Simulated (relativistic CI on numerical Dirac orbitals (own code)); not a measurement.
## Calculated levels, Eu XIV

Calculated at this level of theory: Dirac-Coulomb-Breit CI, KLI orbitals optimised for each configuration, model QED (radiative potential, 1s self-energy scaled to tabulated hydrogen-like ionisation energies), unscaled Slater integrals (own radial code, finite nucleus).

CI space (outside the closed core [Kr] 4d10): 4f²5s², 4f⁴, 4f³5s, 4f²5s5p, 4f5s²5p, 4f³5p, 4f5s5p², 4f²5s5d, 4f³5d, 4f5s²5d, 5s²5p5d, 4f²5s5f, 5s²5p², 5s5p³, 5s5p²5d, 5s5p²5f, 4f²5p², 4f5p³, 4f5p²5d, 5s²5d², 5s5p5d², 5s5d³, 5s5d²5f, 4f²5d², 4f5p5d², 4f5d³. Double excitations out of closed p, d and f shells are left out; levels of such configurations are missing from the list, as are those of other unlisted configurations, and high levels can miss mixing partners.

The lowest level is 4f²5s² ³H4, with 94 % of that term; Hund's rules for 4f²5s² give ³H with J = 4, in agreement.

```
No.  Configuration  Term  J   E (eV)    %    jj configuration (%)
  1         4f²5s²    ³H  4   0.0000   94            4f5/2^2 (89)
  2         4f²5s²    ³H  5   0.6756   98        4f5/2 4f7/2 (98)
  3         4f²5s²    ³F  2   1.3246   95            4f5/2^2 (69)
  4         4f²5s²    ³H  6   1.3517   98            4f7/2^2 (79)
  5         4f²5s²    ³F  3   1.7715   98        4f5/2 4f7/2 (98)
  6         4f²5s²    ¹G  4   1.7719   48        4f5/2 4f7/2 (89)
  7     4f³(4I°)5s   ⁵I°  4   1.9861   97         4f5/2^3 5s (60)
  8     4f³(4I°)5s   ⁵I°  5   2.2727   97   4f5/2^2 4f7/2 5s (63)
  9     4f³(4I°)5s   ⁵I°  6   2.6239   98   4f5/2^2 4f7/2 5s (65)
 10         4f²5s²    ³F  4   2.6603   51            4f7/2^2 (97)
 11     4f³(4I°)5s   ⁵I°  7   3.0180   99   4f5/2 4f7/2^2 5s (75)
 12     4f³(4I°)5s   ⁵I°  8   3.4403   99         4f7/2^3 5s (51)
 13     4f³(4I°)5s   ³I°  5   4.2242   92   4f5/2^2 4f7/2 5s (48)
 14         4f²5s²    ¹D  2   4.5821   84        4f5/2 4f7/2 (44)
 15     4f³(4F°)5s   ⁵F°  1   4.8331   95   4f5/2^2 4f7/2 5s (43)
 16     4f³(4I°)5s   ³I°  6   4.8461   95   4f5/2 4f7/2^2 5s (53)
 17     4f³(4F°)5s   ⁵F°  2   4.9704   96   4f5/2^2 4f7/2 5s (56)
 18     4f³(4F°)5s   ⁵F°  3   5.1608   97   4f5/2^2 4f7/2 5s (64)
 19     4f³(4S°)5s   ⁵S°  2   5.2959   95   4f5/2^2 4f7/2 5s (51)
 20     4f³(4F°)5s   ⁵F°  4   5.3127   70   4f5/2^2 4f7/2 5s (54)
 21     4f³(4F°)5s   ⁵F°  5   5.3938   53   4f5/2^2 4f7/2 5s (61)
 22     4f³(4I°)5s   ³I°  7   5.4602   97   4f5/2 4f7/2^2 5s (51)
 23         4f²5s²    ¹I  6   5.4664   97        4f5/2 4f7/2 (79)
 24         4f²5s²    ³P  0   5.5103   96            4f5/2^2 (67)
 25     4f³(2H°)5s   ³H°  4   5.5145   66   4f5/2 4f7/2^2 5s (49)
 26         4f²5s²    ³P  1   5.7235   98        4f5/2 4f7/2 (98)
 27     4f³(2H°)5s   ³H°  5   5.8026   53   4f5/2 4f7/2^2 5s (78)
 28         4f²5s²    ³P  2   6.1097   86            4f7/2^2 (67)
 29     4f³(2H°)5s   ³H°  6   6.1663   88   4f5/2 4f7/2^2 5s (73)
 30     4f³(4G°)5s   ⁵G°  2   6.2254   99   4f5/2^2 4f7/2 5s (41)
 31     4f³(4G°)5s   ⁵G°  3   6.2845   67   4f5/2^2 4f7/2 5s (79)
 32     4f³(4G°)5s   ⁵G°  4   6.5258   68   4f5/2^2 4f7/2 5s (67)
 33     4f³(2G°)5s   ³G°  3   6.6387   61   4f5/2^2 4f7/2 5s (58)
 34     4f³(4G°)5s   ⁵G°  5   6.8649   34   4f5/2 4f7/2^2 5s (48)
 35     4f³(2K°)5s   ³K°  6   6.9001   98   4f5/2^2 4f7/2 5s (64)
 36     4f³(4F°)5s   ³F°  2   6.9391   83   4f5/2^2 4f7/2 5s (47)
 37     4f³(2G°)5s   ³G°  4   6.9613   61   4f5/2 4f7/2^2 5s (64)
 38     4f³(4G°)5s   ⁵G°  5   6.9697   55   4f5/2 4f7/2^2 5s (80)
 39     4f³(2K°)5s   ³K°  7   7.0645   92   4f5/2^2 4f7/2 5s (63)
 40     4f³(4S°)5s   ³S°  1   7.1823   61   4f5/2^2 4f7/2 5s (63)
 41     4f³(4G°)5s   ⁵G°  6   7.3050   90         4f7/2^3 5s (48)
 42     4f³(2K°)5s   ³K°  8   7.3860   95   4f5/2^2 4f7/2 5s (45)
 43     4f³(4F°)5s   ³F°  3   7.3962   82   4f5/2 4f7/2^2 5s (62)
 44     4f³(4F°)5s   ³F°  4   7.4053   54   4f5/2^2 4f7/2 5s (50)
 45     4f³(2G°)5s   ³G°  5   7.5261   55         4f7/2^3 5s (72)
 46     4f³(2P°)5s   ³P°  2   7.6413   46   4f5/2 4f7/2^2 5s (51)
 47     4f³(2D°)5s   ³D°  1   7.8043   44   4f5/2 4f7/2^2 5s (77)
 48     4f³(2P°)5s   ³P°  0   7.9502   90   4f5/2^2 4f7/2 5s (59)
 49     4f³(2D°)5s   ³D°  3   8.1465   90   4f5/2 4f7/2^2 5s (77)
 50     4f³(2K°)5s   ¹K°  7   8.2199   84   4f5/2^2 4f7/2 5s (62)
 51     4f³(2P°)5s   ³P°  1   8.2555   52   4f5/2 4f7/2^2 5s (41)
 52     4f³(2G°)5s   ¹G°  4   8.2976   43         4f7/2^3 5s (63)
 53     4f³(4G°)5s   ³G°  3   8.4204   97   4f5/2^2 4f7/2 5s (53)
 54     4f³(2D°)5s   ³D°  2   8.4935   52   4f5/2 4f7/2^2 5s (42)
 55     4f³(4G°)5s   ³G°  4   8.8720   88   4f5/2 4f7/2^2 5s (51)
 56     4f³(4D°)5s   ⁵D°  2   9.0318   81   4f5/2^2 4f7/2 5s (64)
 57     4f³(4D°)5s   ⁵D°  1   9.0677   85   4f5/2^2 4f7/2 5s (52)
 58     4f³(4D°)5s   ⁵D°  3   9.1188   86   4f5/2^2 4f7/2 5s (59)
 59     4f³(4D°)5s   ⁵D°  0   9.1287   90   4f5/2 4f7/2^2 5s (59)
 60     4f³(4G°)5s   ³G°  5   9.2142   66   4f5/2^2 4f7/2 5s (52)
 61     4f³(2D°)5s   ¹D°  2   9.3295   75   4f5/2 4f7/2^2 5s (49)
 62     4f³(2I°)5s   ³I°  5   9.3762   69   4f5/2 4f7/2^2 5s (68)
 63     4f³(2I°)5s   ³I°  6   9.3955   86   4f5/2^2 4f7/2 5s (57)
 64     4f³(2P°)5s   ¹P°  1   9.4330   75         4f7/2^3 5s (62)
 65     4f³(2L°)5s   ³L°  7   9.5100   86   4f5/2 4f7/2^2 5s (48)
 66     4f³(4D°)5s   ⁵D°  4   9.5376   99   4f5/2 4f7/2^2 5s (68)
 67     4f³(2L°)5s   ³L°  8   9.5939   94   4f5/2 4f7/2^2 5s (60)
 68     4f³(2I°)5s   ³I°  7   9.6117   93   4f5/2 4f7/2^2 5s (88)
 69     4f³(2L°)5s   ³L°  9   9.8142  100  4f5/2 4f7/2^2 5s (100)
 70     4f³(2D°)5s   ³D°  1  10.2807   93   4f5/2^2 4f7/2 5s (46)
```

Energies count from the lowest computed level; ° marks odd parity. Percentages are summed over parent terms; the parents shown are those of the largest component, closed shells are left out there. Filled j subshells are mostly left out of the jj labels.

The mean weight of the leading LS term, summed over parents, in these 70 levels is 81 %, and that of the leading jj configuration (from the same eigenvectors) 63 %, so LS coupling describes them better.

At this charge transitions that keep the count of f electrons are usually good to a few per cent. Terms inside the open d or f shell come out 10 to 20 % too wide with unscaled integrals. Levels and lines within the n = 5 or 6 shells can be off by up to 10 % or somewhat more, and those that change n by about 2 %, since core polarisation is missing. Levels that differ in their count of f electrons can be misplaced by several ten thousand cm⁻¹, since the correlation energy of f electrons is missing or only estimated; rates across such gaps can be off by orders of magnitude.

Landé's interval rule says that E(J) − E(J−1) = AJ with one A. For the ground term the intervals give A = 1089.8, 908.8 cm⁻¹ for J = 5, 6; the multiplet is regular.

LS names give the leading component of a level, which can be under half, so a name can repeat, a term be missing and a line seem to break the LS rules.
